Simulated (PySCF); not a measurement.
Spinor energies of Pt⁵⁴⁺ (platinum, charge +54)

Start: [Ar] 3d6; 3d3/2 filled at m_j = -3/2, -1/2, +1/2, +3/2; 3d5/2 filled at m_j = +3/2, +5/2. Calculated with PySCF 2.14 in an uncontracted even-tempered set (15 s from 15 bohr⁻², ratio 2.8; 13 p from 20 bohr⁻², ratio 2.8; 8 d from 20 bohr⁻², ratio 2.8; 3 f from 68 bohr⁻², ratio 3): generalised Hartree-Fock with the X2C-1e Hamiltonian and a Gaussian nucleus; one run each with spin-orbit coupling (SO) switched off, then screened by Boettger's factors.

| spinor shell | electrons | ε, spin-free (eV) | ε, screened SO (eV) | weight of nominal j (screened SO) | rms radius, screened SO (bohr) |
| --- | --- | --- | --- | --- | --- |
| 1s1/2 | 2 | -82285.2 | -82252.0 | 1.000 | 0.0194 |
| 2s1/2 | 2 | -17360.5 | -17347.8 | 1.000 | 0.0778 |
| 2p1/2 | 2 | -15515.3 | -16775.3 | 1.000 | 0.0659 |
| 2p3/2 | 4 | -15515.3 | -15009.8 | 1.000 | 0.0736 |
| 3s1/2 | 2 | -6395.9 | -6391.9 | 1.000 | 0.193 |
| 3p1/2 | 2 | -5839.5 | -6158.6 | 1.000 | 0.184 |
| 3p3/2 | 4 | -5839.5 | -5708.5 | 1.000 | 0.199 |
| 3d3/2 | 4 | -5323.0 | -5369.0 | 0.994 | 0.171 |
| 3d5/2 | 2 | -5323.0 | -5276.4 | 0.994 | 0.174 |

```json
{"quantity": "E (hartree)", "spin-free": "-15808.38325", "screened SO": "-15839.07373"}
{"quantity": "M_J", "spin-free": "4", "screened SO": "4"}
{"quantity": "⟨J²⟩", "spin-free": "20.000", "screened SO": "20.004"}
{"quantity": "⟨L²⟩", "spin-free": "6.000", "screened SO": "13.149"}
{"quantity": "⟨S²⟩", "spin-free": "6.000", "screened SO": "2.837"}
```

Each row is a mean over spinors that exchange with the open shell spreads, by up to 42.110 eV (3p3/2).

Breit and QED terms are absent; they matter most for the inner s and p1/2 levels.

Densities and radii are taken from the X2C orbitals without a picture-change correction, which distorts them close to the nucleus.

Without spin-orbit coupling the j labels of p, d and f shells carry no meaning; the spin-free column gives the mean over the occupied spinors of each nl shell.
